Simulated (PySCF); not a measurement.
PySCF job for Cu(H) cation (CuH), SMILES [CuH] (connectivity only; charge and spin as stated), charge +1, multiplicity 2, r2SCAN-D4/def2-TZVPD. Geometry optimised at r2SCAN-D4/def2-TZVPD. The spin state was assumed, not searched.

```python
import numpy as np
from pyscf import gto, scf, dft, df
from pyscf.hessian import thermo

mol = gto.M(
    atom='''
    Cu    0.00000000    0.00000000   -0.04962951
    H     0.00000000    0.00000000    1.43925591
    ''',
    basis='def2-TZVPD',
    charge=1,
    spin=1,
    max_memory=1600,
    verbose=3,
)
mf = dft.UKS(mol, xc='r2scan').density_fit(auxbasis='def2-universal-jkfit')
mf.disp = 'd4'
mf.grids.level = 4
mf.conv_tol = 1e-11
mf.max_cycle = 100
mf.kernel()
fine, coarse = mf.grids, dft.Grids(mol).set(level=1).build(with_non0tab=True)
for _ in range(3):  # follow internal instabilities
    mf.grids = coarse
    mo, _, stable, _ = mf.stability(return_status=True, nroots=4)
    mf.grids = fine
    if stable:
        break
    mf.kernel(mf.make_rdm1(mo, mf.mo_occ))

# [left out here: the lines that compute and print the analytic Hessian (its translational invariance restored by hand, since the grid's response is missing), thermochemistry and intensities]
```

Program output:

```

WARN: HOMO -0.0250009321134464 >= LUMO -0.0250009321134435

converged SCF energy = -1640.72499130663  <S^2> = 0.7546591  2S+1 = 2.0046537
<class 'pyscf.df.df_jk.DFUKS'> wavefunction is stable in the internal stability analysis

WARN: MGGA Hessian is sensitive to dft grids. grids.level 4 may not be dense enough.


WARN: DFTD4 does not support analytical Hessian, using finite difference.


WARN: Mole.unit (angstrom) is changed to Bohr

Mode                                 0
Irrep
Freq [cm^-1]                     1742.4346
Reduced mass [au]                   1.0237
Force const [Dyne/A]                1.8313
Char temp [K]                    2506.9754
Normal mode                   x     y     z
       0  Cu                 0.00 -0.00  0.02
       1   H                -0.00 -0.00 -0.99
temperature 298.1500 [K]
pressure 101325.00 [Pa]
Rotational constants [GHz] inf 229.75716 229.75716
Symmetry number 1
Zero-point energy (ZPE) 0.00397 [Eh]   10422.073 [J/mol]
                           tot       elec      trans        rot        vib
Entropy [J/mol/K]       202.232      5.763    160.722     35.730      0.017
Cv [J/mol/K]             20.917      0.000     12.472      8.314      0.131
Cp [J/mol/K]             29.232      0.000     20.786      8.314      0.131
Internal energy [J/mol]                      3718.434   2478.956  10426.722
Internal energy [Eh]   -1640.71866  -1640.72499
Enthalpy [J/mol]                             6197.391   2478.956  10426.722
Enthalpy [Eh]          -1640.71772
Gibbs free energy [J/mol]                  -41721.759  -8173.826  10421.520
Gibbs free energy [Eh] -1640.74068
mode   freq/cm-1   IR/(km/mol)
   1     1742.43       125.915
max |gradient| / (hartree/bohr): 9.391111004294794e-05
APT charges: [0.9351 0.0638]
```

The calculation finished and met its thresholds.
